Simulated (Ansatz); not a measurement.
`O[SiH2]CBS` + `CC(O)=S` → `CC(=S)O[SiH2]O` + `CBS`  (ligand exchange at the Si–C bond)

Calculated with Ansatz (gas phase, PBE0-D4/def2-TZVP geometries, no zero-point term in ΔE). CCSD(T)/CBS adds triple-zeta CCSD(T) − MP2 to the extrapolated MP2 energy (def2 sets, frozen cores). Functionals use def2-TZVPP. B3LYP here is the variant with VWN-RPA as its local correlation; programs differ in this. Each species was taken in one conformer, which may not be the lowest.

(1) Is it downhill or uphill in electronic energy at CCSD(T)/CBS, and by how much? (Best estimate.)

(2) What do these levels give: r2SCAN-D4, PBE0-D4, B3LYP-D4, ωB97M-V, PBE, r2SCAN, PBE0, HF/def2-TZVPP, MP2/def2-TZVPP, CCSD/def2-TZVPP, HF/def2-QZVPP, HF/CBS(def2)? (Estimate.)

Largest T1 diagnostic among the species: 0.017.

Answers

(1) The calculation gave: Downhill: ΔE = -62.9 kJ/mol.

(2) The calculation gave: r2SCAN-D4 -57.8, PBE0-D4 -52.3, B3LYP-D4 -65.6, ωB97M-V -60.0, PBE -48.3, r2SCAN -57.4, PBE0 -51.7, HF/def2-TZVPP -76.2, MP2/def2-TZVPP -62.2, CCSD/def2-TZVPP -64.5, HF/def2-QZVPP -77.7, HF/CBS(def2) -77.9 kJ/mol.

In def2-TZVPP, CCSD(T) changes the Hartree–Fock value by +13.8 kJ/mol (the triples alone add +2.1 kJ/mol) and MP2 by +14.0 kJ/mol. From PBE to PBE0 (25 % exact exchange), in def2-TZVPP and without D4, ΔE moves by −3.4 kJ/mol.
